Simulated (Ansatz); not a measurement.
Ansatz (a quantum-chemistry and plane-wave program) input:
A basis named .json is the Basis Set Exchange file of that set.

Ansatz 0.2 input:
```yaml
crystal:
  periodic: [false, false, false]
  atoms:
    - {symbol: Si, position_ang: [-0.26682545, -0.07761902, -1.21712439]}
    - {symbol: N, position_ang: [-1.41905552, 0.74388624, -0.05005763]}
    - {symbol: Si, position_ang: [-2.26084849, -0.07414711, 1.17620804]}
    - {symbol: N, position_ang: [1.38231310, 0.48592388, -0.64525990]}
    - {symbol: Si, position_ang: [2.49244555, -0.51407112, 0.16036731]}
    - {symbol: H, position_ang: [-0.40597029, 0.98150560, -2.32921751]}
    - {symbol: H, position_ang: [-1.41589293, 1.75440610, 0.01642152]}
    - {symbol: H, position_ang: [-1.43528151, -0.74331081, 2.22948305]}
    - {symbol: H, position_ang: [-3.16902344, -1.14315122, 0.67066117]}
    - {symbol: H, position_ang: [-3.12740004, 0.89760618, 1.92279581]}
    - {symbol: H, position_ang: [1.58352660, 1.47809702, -0.61979567]}
    - {symbol: H, position_ang: [2.05813151, -1.07880222, 1.47596369]}
    - {symbol: H, position_ang: [2.92379715, -1.69845090, -0.63633004]}
    - {symbol: H, position_ang: [3.73850751, 0.26515073, 0.46492736]}
basis:
  gaussian:
    orbitals: aug-cc-pV_Q+d_Z.json
hamiltonian:
  xc: hf
total_charge: -1
```

Question: What final total energy does it print?

Answer: -981.12393 Eh (HF/aug-cc-pV(Q+d)Z). The basis has 841 functions.

It need not be the lowest isomer of its formula. Whether it binds its extra electron was not tested at this geometry.
